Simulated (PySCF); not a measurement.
# CI₄, singlet: data card

Computed with PySCF, B3LYP, basis C def2-SVP, I def2-SVP with ECP28 (scalar-relativistic core potentials, no spin–orbit coupling, density fitting).

The structure is a minimum.

```xyz
5
charge 0 multiplicity 1, angstrom
C     0.0000    0.0000    0.0000
I    -1.2689   -1.2689    1.2689
I    -1.2689    1.2689   -1.2689
I     1.2689    1.2689    1.2689
I     1.2689   -1.2689   -1.2689
```

| Quantity | Value |
| --- | --- |
| Point group | Td |
| Bond lengths | C–I 2.198 Å (×4) |
| Bond angles | I–C–I 109.5° (×6) |
| Lowest empty level | -3.69 eV |
| Entropy at 298.15 K and 1 bar | 394.2 J/(mol K) |
| Zero-point energy | 14.0 kJ/mol |
| Principal quadrupole moments (Buckingham, traceless) about the centre of mass | 0.00, 0.00, 0.00 D Å |
| Dipole moment | 0.00 D |
| Rotational constants | 0.01031, 0.01031, 0.01031 cm⁻¹ |
| Rotational symmetry number | 12 |
| Atomisation energy without zero-point energy | 822 kJ/mol |
| Principal polarisabilities | 116.1, 116.1, 116.1 bohr³ |
| Highest occupied level | -7.00 eV |
| Enthalpy at 298.15 K above 0 K | 22.49 kJ/mol |
| Heat capacity Cp at 298.15 K | 96.2 J/(mol K) |

Harmonic modes (masses in u: C 12.000, I 126.904):
```tsv
symmetry	ω (cm⁻¹)	IR (km/mol, summed over degenerate members)
e	83	0.0
t2	123	0.6
a1	179	0.0
t2	544	185
```

In Td the vibrations span e + 2t2 + a1. The a1, e modes carry no infrared intensity, as symmetry demands.

Charges (e):
| atom | Mulliken | Löwdin | polar tensor | Mayer order to C1 |
| --- | --- | --- | --- | --- |
| C1 | -0.60 | -0.57 | 0.85 | – |
| I2,3,4,5 | 0.15 | 0.14 | -0.21 | 0.92 |

Mulliken populations on C1: s 3.55, p 3.02, d 0.03.

Counting electrons, carbon keeps none of its valence electrons outside its bonds, so the VSEPR class is AX4 and the expected shape is tetrahedral (Td), as computed.

The final relaxation and frequency run took 51 s on 4 threads of a shared Arm Neoverse V1 host, with 118 basis functions and 6 gradients; the process peaked at 1.5 GiB.
